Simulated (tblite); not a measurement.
C₃H₁₂FPSi₃.
Z-matrix (Å and degrees, GFN2-xTB geometry), rows numbered from 1:
```
C 
Si  1  1.8972
P   2  2.2543  1  114.20
Si  3  2.2369  2   91.93  1  -129.65
C   4  1.9166  3  103.67  2   -13.63
C   5  1.5317  4  111.26  3    39.61
Si  6  1.8939  2  113.19  1   -76.25
F   7  1.6144  6  107.62  2    50.01
H   1  1.0842  2  110.12  3   178.41
H   1  1.0846  2  110.64  3   -62.09
H   1  1.0861  2  111.96  3    58.17
H   2  1.4744  1  110.83  3   119.13
H   3  1.3802  2   95.81  1   -33.73
H   4  1.4637  3  109.91  2  -132.38
H   4  1.4680  3  112.39  2   105.12
H   5  1.0923  4  108.37  3   -80.62
H   5  1.0911  4  110.88  3   162.98
H   6  1.0974  2  106.60  1    41.91
H   7  1.4570  6  113.05  2   164.63
H   7  1.4544  6  112.56  2   -64.79
```

Computed with GFN2-xTB (tblite): harmonic, unscaled wavenumbers at the GFN2-xTB geometry, gas phase. The method is semi-empirical: single wavenumbers can be off by several per cent or more. Modes of hydrogen on phosphorus and silicon can be 10 to 20 % off. One conformer, not necessarily the lowest.

Harmonic wavenumbers (cm⁻¹): 33.1, 45.1, 98.4, 107.7, 111.2, 139.9, 150.9, 199.7, 231.8, 267.4, 336.4, 428.2, 455.7, 478.4, 482.9, 532.2, 567.1, 584.1, 594.0, 639.5, 647.5, 671.5, 708.6, 720.8, 735.0, 766.0, 768.1, 774.9, 796.2, 803.1, 819.5, 828.4, 849.7, 1054.8, 1076.5, 1123.5, 1220.4, 1284.7, 1361.3, 1473.2, 1477.7, 1484.8, 2161.8, 2207.5, 2246.4, 2309.2, 2327.8, 2339.3, 2891.1, 2954.6, 2973.7, 3034.0, 3053.2, 3060.7.

A = 1521, B = 679.9, C = 500.4 MHz; mass 181.997 u (most abundant isotopes); point group C1, symmetry number 1.

**Question.** What is the zero-point energy?

**Answer.** Half the sum of the wavenumbers: 29745 cm⁻¹ = 355.82 kJ/mol.

**Question.** What is S at 500 K and 1 bar for an ideal gas of classical rigid rotors and harmonic oscillators?

**Answer.** Translation 184.50, rotation 135.35, vibration 287.84: S = 607.7 J/(mol K).

**Question.** And Cp and H(500 K) − H(0)?

**Answer.** Cp = 289.11 J/(mol K), of which vibrations give 255.85 (their classical limit is 54 R = 449.0); H(500 K) − H(0) = 88.09 kJ/mol without the zero-point energy, 71.46 from vibrations.

**Question.** Blend soft modes into free rotors: weight 1/[1 + (100 cm⁻¹/ν̃)⁴] for the oscillator and the rest for a rotor with moment μB/(μ + B), μ = h/(8π²ν), B = 10⁻⁴⁴ kg m². What vibrational entropy results?

**Answer.** 264.02 J/(mol K) in place of 287.84, which changes −T·S at 500 K by +11.91 kJ/mol.

**Question.** How do the functions run with temperature in this model?

**Answer.** 
```csv
T (K),S (J/(mol K)),Cp (J/(mol K)),H − H(0) (kJ/mol),G − H(0) (kJ/mol),ln q(vib)
100,321.8,96.9,6.51,-25.67,2.85
200,406.2,154.6,19.00,-62.23,6.62
300,479.9,211.1,37.37,-106.58,10.30
800,759.6,356.1,185.81,-421.84,27.07
1000,842.3,384.8,260.06,-582.23,32.78
```

q(vib) and H(0) count from the zero-point level.

**Question.** Which modes carry the vibrational entropy at 500 K?

**Answer.** 33.1 cm⁻¹: 27.87; 45.1 cm⁻¹: 25.30; 98.4 cm⁻¹: 18.83; 107.7 cm⁻¹: 18.09; 111.2 cm⁻¹: 17.82; 139.9 cm⁻¹: 15.94 J/(mol K); the other 48 give 164.00 together.

Hindered rotation and anharmonicity are outside this model. Other conformers, if any are populated, would add a mixing term that is left out. The structure is chiral; the term R ln 2 for an equal mix with its mirror image is left out.
